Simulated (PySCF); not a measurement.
1,2-dichlorocyclobutene (C4H4Cl2), SMILES ClC1=C(Cl)CC1. Geometry: PBE-D3(BJ)/def2-SVP.

These are PBE-D3(BJ)/def2-SVP in PySCF 2.14.0 values and carry that method's errors.

Harmonic wavenumbers (cm⁻¹): 146, 188, 230, 347, 491, 520, 535, 804, 894, 916, 993, 1041, 1082, 1105, 1116, 1165, 1228, 1390, 1411, 1648, 2988, 2991, 3048, 3055. Rotational constants (GHz): 3.065, 1.770, 1.139; symmetry number 2.

Q: Work out the zero-point energy and the ideal-gas rigid-rotor harmonic-oscillator thermochemistry at 298.15 K and 1 atm.

A: ZPE = ½ Σ hcν = ½ × 29334 cm⁻¹ = 41.93 kcal/mol. H − E(el) = 46.27 kcal/mol. Entropy in cal/(mol K): translation 40.33, rotation 26.97, vibration 10.86, total 78.16. G − E(el) = 22.96 kcal/mol. Cp = 22.60 cal/(mol K). Modes under 150 cm⁻¹ make the vibrational entropy uncertain.
